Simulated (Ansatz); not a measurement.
Geometry optimisation, RKS revPBE/def2-SVP (Ansatz 0.2.0).

Input:

```yaml
crystal:
  periodic: [false, false, false]
  atoms:
    - { symbol: B, position_ang: [0.0, 0.0, 0.0] }
    - { symbol: F, position_ang: [0.0, 0.0, 1.67] }
    - { symbol: F, position_ang: [1.1431, 0.0, -0.66] }
    - { symbol: O, position_ang: [-1.2211, 0.0, -0.705] }
    - { symbol: H, position_ang: [-1.7308, -0.8467, -0.4965] }
    - { symbol: H, position_ang: [0.0668, 1.4124, 0.4698] }
    - { symbol: H, position_ang: [0.0526, 1.1131, 1.3144] }
basis:
  gaussian: { orbitals: def2-SVP }
hamiltonian:
  xc: revpbe
relax:
  f_tol: 0.15
  max_steps: 25
  restrain:
    - { distance: [0, 5], at: 1.19, k: 30.0 }
    - { distance: [6, 1], at: 0.92, k: 30.0 }
    - { distance: [0, 1], at: 2.52, k: 30.0 }
    - { distance: [6, 5], at: 1.86, k: 30.0 }
```

Command:

```bash
$ ansatz run input.yaml --threads 1 --pin off --max-ram 2048MiB --backend cpu --events-out ev --progress --plain --runs-dir out
```

Question: Where does it end, and by what steps?

Answer: It converged. The restraints hold the end off the free minimum; the threshold counts their pulls, which the force column leaves out. Restrained pairs: B1–H6 (1.49 → 1.20 Å), F2–H7 (1.17 → 0.93 Å), B1–F2 (1.67 → 2.52 Å), H6–H7 (0.90 → 1.86 Å). After 9 steps the energy has fallen by 2.010 eV (the restraints' own energy left out); H7 moved furthest, 0.53 Å.

```csv
step,energy less start (eV),largest force component (eV/Å),accepted
0,0.0000,4.354,yes
1,-0.3656,4.639,yes
2,-1.1401,3.235,yes
3,-1.5375,1.732,yes
4,-1.7619,0.678,yes
5,-1.8415,2.115,yes
6,-1.9906,0.484,yes
7,-1.9008,1.457,no
8,-2.0068,0.442,yes
9,-2.0105,0.365,yes
```

```xyz
7
Properties=species:S:1:pos:R:3
B -0.108 0.399 -0.337
F 0.126 0.095 2.159
F 0.949 -0.361 -0.680
O -1.385 -0.014 -0.544
H -1.425 -0.929 -0.884
H 0.074 1.523 0.052
H 0.080 0.965 1.827
```

Time of the run: 21 s on 1 thread of Intel(R) Xeon(R) Platinum 8175M CPU @ 2.50GHz (Skylake/Cascade Lake) (shared host), peak memory 0.15 GiB.
